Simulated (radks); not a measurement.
The numbers below are computed, except where a source is named.
Q: Sr2+, configuration [Ar] 3d10 4s2 4p5 7f1 (not the ground configuration). Level of theory: Dirac Kohn-Sham, LDA (Slater exchange, Perdew-Wang correlation), spin-unpolarised, spherical densities, finite nucleus; open shells are shared between the two j in proportion to 2j + 1; Fermi nuclear charge, rms radius 4.224 fm (a radial shooting solver on a logarithmic mesh with Libxc functionals). Some entries of the table are withheld. Estimate them.

| orbital | occ. | eigenvalue (hartree) | <1/r> (bohr^-1) |
|---|---|---|---|
| 1s1/2 | 2 | -585.6094 | 38.95 |
| 2s1/2 | 2 | (1) | 8.767 |
| 2p1/2 | 2 | -73.15541 | 8.747 |
| 2p3/2 | 4 | -70.64581 | 8.407 |
| 3s1/2 | 2 | -13.26657 | 2.931 |
| 3p1/2 | 2 | -10.70200 | 2.825 |
| 3p3/2 | 4 | -10.31602 | 2.743 |
| 3d3/2 | 4 | -5.79509 | (2) |
| 3d5/2 | 6 | -5.72758 | (3) |
| 4s1/2 | 2 | -2.47137 | 1.021 |
| 4p1/2 | 1.66667 | -1.81214 | 0.9061 |
| 4p3/2 | 3.33333 | -1.76389 | 0.8857 |
| 7f5/2 | 0.428571 | -0.08949 | 0.07248 |
| 7f7/2 | 0.571429 | -0.08948 | 0.07248 |

A: 
(1) 2s1/2 eigenvalue (hartree): -80.21250
(2) 3d3/2 <1/r> (bohr^-1): 2.523
(3) 3d5/2 <1/r> (bohr^-1): 2.502
